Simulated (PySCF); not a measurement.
Computed shifts of a molecule CH3NO2Si, PBE/pcSseg-1 (PySCF), GIAO, gas phase, equivalent atoms averaged, in ppm (number of nuclei): ¹⁵N: 190.5 (1). ¹³C: 113.5 (1). ²⁹Si: -16.4 (1). ¹H: 5.74 (1), 4.95 (1), 3.44 (1). References: ¹⁵N against NH3 (σ = 267.0 ppm); ¹³C against TMS (σ = 182.0 ppm); ¹⁷O against H2O (σ = 334.3 ppm); ²⁹Si against TMS (σ = 335.4 ppm); ¹H against TMS (σ = 31.49 ppm), references at their B3LYP-D3(BJ)/def2-TZVP geometries, non-relativistic. Geometry: r2SCAN-D4/def2-SVP. Other conformers were not sampled.

Task: Which structure fits?
A) O[Si@H]1N=CO1
B) N#CO[SiH2]O
C) O=C=N[SiH2]O

Result: B, N#CO[SiH2]O
